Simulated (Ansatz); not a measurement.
System: C$_{2}$H$_{9}$OSi$_{2}$, net charge -1, singlet state. It need not be the lowest isomer of its formula. Whether it binds its extra electron was not tested at this geometry. 
Coordinates optimised at B3LYP-D3(BJ)/def2-TZVP (Ansatz, a quantum-chemistry and plane-wave program):
```xyz
14

C      1.9301     1.0935    -0.2516
Si     1.5138    -0.4808     0.3859
O     -0.1209    -1.0376     0.2606
Si    -1.3476    -0.3018    -0.5002
C     -1.8810     1.3344     0.2571
H      1.8057     2.0071     0.3233
H      2.2063     1.2458    -1.2909
H      1.7054    -0.6272     1.8687
H      2.2272    -1.6239    -0.2773
H     -1.1237    -0.0814    -1.9586
H     -2.5286    -1.2228    -0.4208
H     -1.0746     2.0592     0.1375
H     -2.0821     1.2184     1.3253
H     -2.7881     1.7143    -0.2248
```
Charge -1, spin multiplicity 1.

Basis-set convergence of Hartree-Fock and MP2 correlation energies (hartree) with Ansatz. Cores are frozen in the correlated levels unless marked. No spin-orbit coupling. Non-relativistic. This anion needs diffuse functions, which these sets lack.

```
basis        functions       E(HF)  E(corr, MP2)
-----------  ---------  ----------  ------------
cc-pV(D+d)Z        133  -733.76841      -0.68978
cc-pV(T+d)Z        294  -733.86077      -0.86261
cc-pV(Q+d)Z        563  (withheld)    (withheld)
```

Problem. Fill in the missing entries.

Solution. 
- cc-pV(Q+d)Z, E(HF): -733.88272
- cc-pV(Q+d)Z, E(corr, MP2): -0.92508
